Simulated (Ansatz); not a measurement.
C3H6Si, SMILES `C=C[SiH]=C` (C–C–Si–C torsion 14°) (charge 0, multiplicity 1).

Cartesian coordinates (Å):
```xyz
10

C     -1.7190    -0.2793    -0.4888
C     -1.0056     0.6857     0.0945
Si     0.8238     0.6397     0.3318
C      1.8000    -0.7454     0.1627
H     -1.2547    -1.1755    -0.8848
H     -2.7959    -0.2122    -0.5958
H     -1.5332     1.5652     0.4563
H      1.4039     1.9433     0.7044
H      2.8725    -0.6967     0.2989
H      1.4082    -1.7248    -0.0792
```
Charge 0, multiplicity 1.

Frozen-core energies in 6-31g from Ansatz (a first-principles code) at a geometry from B3LYP-D3(BJ)/def2-TZVP; the HF reference has <S^2> = 0.00 (restricted, and unstable towards unrestricted orbitals) and the T1 diagnostic is 0.014.

```tsv
level	energy (Ha)
HF	-405.84549
MP2	-406.17160
CCSD	-406.21710
CCSD(T)	-406.22896
```

**Question.** Estimate the energies of CCSDT and CCSDT(Q), and give each level's difference from CCSDT(Q).

**Answer.** 
| level | energy (Ha) | difference from CCSDT(Q) (mHa) |
|---|---|---|
| MP2 | -406.17160 | 59.09 |
| CCSD | -406.21710 | 13.58 |
| CCSD(T) | -406.22896 | 1.73 |
| CCSDT | -406.22971 | 0.97 |
| CCSDT(Q) | -406.23069 | 0.00 |
